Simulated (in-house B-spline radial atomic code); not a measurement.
A fraction x of an electron is removed from 3s in S⁺, starting from [Ne] 3s2 3p3 and keeping the highest spin. Computed with an all-electron radial atomic-structure program (B-spline basis): non-relativistic M06-L, spin-polarised, spherical fractional occupations, point nucleus.

| x | E(x) - E(0) (eV) | 3s down level (eV) |
| --- | --- | --- |
| 0 | 0.0000 | -25.265 |
| 0.06 | 1.5351 | -25.905 |
| 0.23 | 6.0936 | -27.719 |
| 0.29 | 7.7755 | -28.341 |
| 0.4 | 10.9538 | -29.437 |
| 0.5 | 13.9457 | -30.395 |
| 0.6 | ? | ? |
| 0.67 | 19.2381 | -31.822 |
| 0.8 | ? | ? |
| 0.92 | 27.5976 | -34.917 |
| 1 | 30.4242 | - |

**Question.** What belongs in the row x = 0.6?

**Answer.** An energy change of 17.0300 eV; 3s down at -31.269 eV.

**Question.** What belongs in the row x = 0.8?

**Answer.** An energy change of 23.4632 eV; 3s down at -33.392 eV.

**Question.** Check Janak's theorem between x = 0.06 and 0.23.

**Answer.** The slope of the energy is 26.81 eV; the orbital levels give 26.81 eV (-ε of the emptying orbital, averaged over the two points).
